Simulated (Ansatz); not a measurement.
Molecule: Si2H4 (charge 0, singlet). 
Coordinates optimised at B3LYP-D3(BJ)/def2-TZVP (Ansatz, an electronic-structure program):
SMILES: [SiH][SiH3]
```xyz
6

Si     0.0071     1.0500     0.8096
H     -0.4184     1.8608    -0.4081
Si     0.0198    -0.9006    -0.5838
H      0.9769    -0.6998    -1.7070
H     -1.3363    -1.1013    -1.1659
H      0.4013    -2.1512     0.1194
```
Charge 0, spin multiplicity 1.

Basis-set convergence of Hartree-Fock and MP2 correlation energies (hartree) with Ansatz. Valence correlation only, unless marked. Spin-orbit coupling is left out. No relativistic terms.

The Hartree-Fock reference is unstable (checked in the largest basis), which strains HF and MP2. 

```
basis        functions       E(HF)  E(corr, MP2)
-----------  ---------  ----------  ------------
cc-pV(D+d)Z         66  -580.12424      -0.18715
cc-pV(T+d)Z        134  -580.14545      -0.23152
cc-pV(Q+d)Z        248  -580.15147      -0.24819
```

Extrapolating the two largest sets (X = 3 and 4) as X^-3: E(corr) = (64·(-0.24819) - 27·(-0.23152))/37 = -0.2604 Eh, an estimate of the basis-set limit. The largest set recovers 95.3 % of it, the smallest 71.9 %.
